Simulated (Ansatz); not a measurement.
Diborane 1,2-di Cl (B2H4Cl2). Charge 0, multiplicity 1. Geometry PBE0-D4/def2-SVP.

```xyz
8

B    -0.471    0.743   -0.140
Cl   -1.948    1.052    0.788
H    -0.091    1.529   -0.964
H    -0.534   -0.470   -0.694
B     0.471   -0.743    0.140
Cl    1.948   -1.052   -0.788
H     0.091   -1.529    0.964
H     0.534    0.470    0.694
```

Task: Estimate the orbital energies around the gap (eV) in Ansatz with PBE-D4/def2-TZVP, r2SCAN-D4/def2-TZVP, B97M-V/def2-TZVP, PBE0-D4/def2-SVP, PBE0-D4/def2-TZVP.

Result: 
```json
{"orbital": "HOMO−9", "PBE-D4/def2-TZVP": "-16.72", "r2SCAN-D4/def2-TZVP": "-17.48", "B97M-V/def2-TZVP": "-17.61", "PBE0-D4/def2-SVP": "-18.70", "PBE0-D4/def2-TZVP": "-18.86"}
{"orbital": "HOMO−8", "PBE-D4/def2-TZVP": "-11.98", "r2SCAN-D4/def2-TZVP": "-12.53", "B97M-V/def2-TZVP": "-12.60", "PBE0-D4/def2-SVP": "-13.55", "PBE0-D4/def2-TZVP": "-13.73"}
{"orbital": "HOMO−7", "PBE-D4/def2-TZVP": "-11.72", "r2SCAN-D4/def2-TZVP": "-12.16", "B97M-V/def2-TZVP": "-12.16", "PBE0-D4/def2-SVP": "-13.17", "PBE0-D4/def2-TZVP": "-13.24"}
{"orbital": "HOMO−6", "PBE-D4/def2-TZVP": "-10.64", "r2SCAN-D4/def2-TZVP": "-11.07", "B97M-V/def2-TZVP": "-11.13", "PBE0-D4/def2-SVP": "-12.11", "PBE0-D4/def2-TZVP": "-12.20"}
{"orbital": "HOMO−5", "PBE-D4/def2-TZVP": "-10.61", "r2SCAN-D4/def2-TZVP": "-11.03", "B97M-V/def2-TZVP": "-11.12", "PBE0-D4/def2-SVP": "-12.03", "PBE0-D4/def2-TZVP": "-12.12"}
{"orbital": "HOMO−4", "PBE-D4/def2-TZVP": "-9.42", "r2SCAN-D4/def2-TZVP": "-9.84", "B97M-V/def2-TZVP": "-9.89", "PBE0-D4/def2-SVP": "-10.82", "PBE0-D4/def2-TZVP": "-10.92"}
{"orbital": "HOMO−3", "PBE-D4/def2-TZVP": "-8.58", "r2SCAN-D4/def2-TZVP": "-8.95", "B97M-V/def2-TZVP": "-9.03", "PBE0-D4/def2-SVP": "-9.86", "PBE0-D4/def2-TZVP": "-10.01"}
{"orbital": "HOMO−2", "PBE-D4/def2-TZVP": "-7.80", "r2SCAN-D4/def2-TZVP": "-8.17", "B97M-V/def2-TZVP": "-8.27", "PBE0-D4/def2-SVP": "-9.08", "PBE0-D4/def2-TZVP": "-9.24"}
{"orbital": "HOMO−1", "PBE-D4/def2-TZVP": "-7.68", "r2SCAN-D4/def2-TZVP": "-8.02", "B97M-V/def2-TZVP": "-8.13", "PBE0-D4/def2-SVP": "-8.86", "PBE0-D4/def2-TZVP": "-9.01"}
{"orbital": "HOMO", "PBE-D4/def2-TZVP": "-7.54", "r2SCAN-D4/def2-TZVP": "-7.88", "B97M-V/def2-TZVP": "-7.99", "PBE0-D4/def2-SVP": "-8.79", "PBE0-D4/def2-TZVP": "-8.94"}
{"orbital": "LUMO", "PBE-D4/def2-TZVP": "-2.26", "r2SCAN-D4/def2-TZVP": "-2.00", "B97M-V/def2-TZVP": "-2.03", "PBE0-D4/def2-SVP": "-1.13", "PBE0-D4/def2-TZVP": "-1.33"}
{"orbital": "LUMO+1", "PBE-D4/def2-TZVP": "-0.35", "r2SCAN-D4/def2-TZVP": "0.14", "B97M-V/def2-TZVP": "-0.34", "PBE0-D4/def2-SVP": "1.15", "PBE0-D4/def2-TZVP": "0.45"}
{"orbital": "LUMO+2", "PBE-D4/def2-TZVP": "-0.04", "r2SCAN-D4/def2-TZVP": "0.40", "B97M-V/def2-TZVP": "0.34", "PBE0-D4/def2-SVP": "1.59", "PBE0-D4/def2-TZVP": "0.93"}
{"orbital": "LUMO+3", "PBE-D4/def2-TZVP": "1.09", "r2SCAN-D4/def2-TZVP": "1.63", "B97M-V/def2-TZVP": "1.30", "PBE0-D4/def2-SVP": "3.15", "PBE0-D4/def2-TZVP": "1.98"}
{"orbital": "LUMO+4", "PBE-D4/def2-TZVP": "1.28", "r2SCAN-D4/def2-TZVP": "1.87", "B97M-V/def2-TZVP": "1.39", "PBE0-D4/def2-SVP": "4.11", "PBE0-D4/def2-TZVP": "2.10"}
{"orbital": "LUMO+5", "PBE-D4/def2-TZVP": "1.59", "r2SCAN-D4/def2-TZVP": "2.48", "B97M-V/def2-TZVP": "1.77", "PBE0-D4/def2-SVP": "4.61", "PBE0-D4/def2-TZVP": "2.17"}
```
